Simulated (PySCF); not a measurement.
## How methods differ on the ionisation energy of Br²⁺

Br²⁺ [Ar] 3d10 4s2 4p3 (4S) → Br³⁺ [Ar] 3d10 4s2 4p2 (3P), as a difference of total energies. All numbers are calculated (PySCF 2.14, the non-relativistic Hamiltonian (point nucleus), in def2-TZVPPD). Correlated levels: valence and next inner shell: [Ne] frozen. The calculations carry no spin-orbit coupling.

```tsv
method	ionisation energy (eV)	plus first-order spin-orbit estimate	difference from reference of that sum (eV)
UHF	34.588	34.199	-0.672
MP2 (valence and next inner shell)	35.181	34.792	-0.079
SCS-MP2 (valence and next inner shell)	35.002	34.612	-0.259
CCSD (valence and next inner shell)	35.106	34.717	-0.154
CCSD(T) (valence and next inner shell)	35.136	34.746	-0.125
```

Reference: 34.871 ± 0.019 eV (measured; NIST Atomic Spectra Database, ionization energies).

A first-order spin-orbit estimate (lowest level to lowest level, LS coupling) adds -0.390 eV.

These non-relativistic numbers lack the scalar-relativistic shift.

Errors of the correlated levels include the incompleteness of this basis and the frozen core.
